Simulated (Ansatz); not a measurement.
Geometry optimisation, DFT PBE, scalar-relativistic, plane waves, PAW in Ansatz 0.2.0.

The input (input.yaml):

```yaml
accuracy: low
crystal:
  lattice:
    - [5.646216, 0.0, 0.0]
    - [0.0, 5.646216, 0.0]
    - [0.0, 0.0, 5.646216]
  atoms:
    - { symbol: O, position: [0.8007954, 0.4402127, 0.0095359] }
    - { symbol: H, position: [0.8892215, 0.5240306, 0.1302925] }
    - { symbol: H, position: [0.6368139, 0.4656292, 0.0530199] }
    - { symbol: O, position: [0.2509926, 0.0937661, 0.5094274] }
    - { symbol: H, position: [0.3757611, 0.1327872, 0.6204993] }
    - { symbol: H, position: [0.2668225, 0.2118959, 0.3860519] }
    - { symbol: O, position: [0.6849756, 0.4665028, 0.537331] }
    - { symbol: H, position: [0.6902178, 0.6074095, 0.4396346] }
    - { symbol: H, position: [0.6841771, 0.3375646, 0.4241892] }
    - { symbol: O, position: [0.101474, 0.1467696, 0.0698743] }
    - { symbol: H, position: [0.1887439, 0.260728, -0.0240631] }
    - { symbol: H, position: [-0.0272979, 0.0984197, -0.0326287] }
    - { symbol: S, position: [0.2721643, 0.6795339, 0.2492018] }
    - { symbol: H, position: [0.4218056, 0.8384048, 0.3421886] }
    - { symbol: H, position: [0.0893797, 0.754123, 0.3807513] }
basis:
  ecutwfc: 420.0
kpoints:
  mp_grid: { grid: [1, 1, 1] }
hamiltonian:
  xc: pbe
scf:
  occupations: { method: fermi_dirac, width: 0.02 }
  lower_state_search: "off"
relax:
  f_tol: 0.3
  max_steps: 15
  adjacent_minimum: "off"
```

Command:

```bash
$ ansatz run input.yaml --threads 1 --pin off --max-ram 3072MiB --backend cpu --events-out ev --progress --plain --runs-dir out
```

**Question.** Where does it end, and by what steps?

**Answer.** The run converged. The threshold is loose, so the end isn't yet a minimum. Limits of this set-up: coarse k mesh, low accuracy level. After 14 steps the energy has fallen by 2.615 eV; H3 moved furthest, 1.48 Å.

```
step  energy less start (eV)  largest force component (eV/Å)  accepted
   0                  0.0000                           1.297       yes
   1                 -0.5853                           1.165       yes
   2                 -0.7987                           1.615       yes
   3                 -1.0085                           1.515       yes
   4                 -1.2092                           1.215       yes
   5                 -1.3972                           0.620       yes
   6                 -1.5551                           1.010       yes
   7                 -1.7196                           1.793       yes
   8                 -1.9036                           1.302       yes
   9                 -2.0781                           1.352       yes
  10                 -2.2327                           0.959       yes
  11                 -2.3428                           0.934       yes
  12                 -2.4805                           0.537       yes
  13                 -2.5654                           0.398       yes
  14                 -2.6152                           0.137       yes
```

```xyz
15
Lattice="5.6462 0.0000 0.0000 0.0000 5.6462 0.0000 0.0000 0.0000 5.6462" Properties=species:S:1:pos:R:3
O 4.226 3.540 0.156
H 4.908 4.241 0.228
H 3.510 3.947 -0.359
O 2.019 0.542 3.669
H 2.926 0.864 3.427
H 1.462 1.179 3.182
O 4.303 1.763 2.625
H 3.722 2.399 2.155
H 4.775 1.312 1.891
O -0.022 0.842 0.222
H 0.805 0.716 -0.288
H -0.464 1.599 -0.218
S 1.498 3.486 1.678
H 1.742 4.561 2.485
H 0.309 3.212 2.272
```

Run time: 8.6 s on 1 thread of Intel(R) Xeon(R) 6975P-C (Granite Rapids), with other jobs on the host, peak memory 0.43 GiB.
